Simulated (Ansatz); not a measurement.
Cost and result for the atomization energy of CH$_{4}$SSeSi, SMILES `[SeH][SiH]1CS1` (8 atoms, 8 bonds).

The species carries charge 0 and has multiplicity 1. Correlated methods include outer-core shells of Se, which these sets cover unevenly. Scalar relativity is left out up to krypton. The structure was optimised at the PBE0-D4/def2-TZVP level. It is one conformer, not always the lowest. Program: Ansatz. All runs use 4 threads of an AMD EPYC 7R43 on a shared host. Times are those of one run each, without the atoms' runs, and a repeat can differ threefold. Electronic energies, without spin–orbit coupling; frozen cores. CCSD(T)/CBS adds CCSD(T) − MP2 in def2-TZVPP to the MP2 limit, and its time is that of the two runs behind it. T1 = 0.011. With those shells the extrapolation isn't a true limit. B3LYP takes the VWN-RPA correlation (the form of Gaussian; ORCA's B3LYP/G).

CCSD(T)/CBS is a level of theory with its own doubt, some kJ/mol a heavy atom from the limit and from the frozen cores, so smaller differences don't rank the functionals.

```json
{"level": "PBE-D4/def2-TZVPP (with forces)", "functions": "219", "wall time": "2.5 s"}
{"level": "PBE0-D4/def2-TZVPP", "functions": "219", "wall time": "3.5 s"}
{"level": "r2SCAN-D4/def2-TZVPP (with forces)", "functions": "219", "wall time": "4.6 s"}
{"level": "B3LYP-D4/def2-TZVPP (with forces)", "functions": "219", "wall time": "4.8 s"}
{"level": "B2PLYP/def2-TZVPP", "functions": "219", "wall time": "5.5 s"}
{"level": "ωB97X-V/def2-TZVPP", "functions": "219", "wall time": "7 s"}
{"level": "ωB97M-V/def2-TZVPP (with forces)", "functions": "219", "wall time": "11 s"}
{"level": "MP2/def2-QZVPP", "functions": "406", "wall time": "19 s"}
{"level": "CCSD(T)/def2-TZVPP", "functions": "219", "wall time": "88 s"}
{"level": "CCSD(T)/CBS(def2)", "functions": "–", "wall time": "110 s"}
```

**Question.** What atomization energy does each give, and how far from CCSD(T)/CBS? (Estimate.)

**Answer.** Ansatz gave: 
```
                             level  atomization (kJ/mol)  difference from CCSD(T)/CBS  per bond
   PBE-D4/def2-TZVPP (with forces)                2662.3                         44.3       5.5
                PBE0-D4/def2-TZVPP                2622.1                          4.1       0.5
r2SCAN-D4/def2-TZVPP (with forces)                2633.1                         15.1       1.9
 B3LYP-D4/def2-TZVPP (with forces)                2591.7                        -26.3      -3.3
                 B2PLYP/def2-TZVPP                2560.7                        -57.3      -7.2
                ωB97X-V/def2-TZVPP                2629.6                         11.6       1.4
  ωB97M-V/def2-TZVPP (with forces)                2615.9                         -2.1      -0.3
                    MP2/def2-QZVPP                2623.0                          5.0       0.6
                CCSD(T)/def2-TZVPP                2529.1                        -88.9     -11.1
                 CCSD(T)/CBS(def2)                2618.0                          0.0       0.0
```

In def2-TZVPP, CCSD(T) changes the Hartree–Fock value by +698.8 kJ/mol (the triples alone add +52.1 kJ/mol) and MP2 by +740.8 kJ/mol; breaking electron pairs costs correlation energy, which Hartree–Fock lacks. From PBE to PBE0 (25 % exact exchange), in def2-TZVPP and without D4, the atomization energy moves by −36.8 kJ/mol: exact exchange takes away binding that semilocal exchange gives to molecules. The D4 term adds +37.7 kJ/mol with B3LYP and +19.5 kJ/mol with PBE0; it sums over pairs of atoms, weighted by their polarisabilities, and B3LYP, whose exchange is more repulsive, gets the larger term.
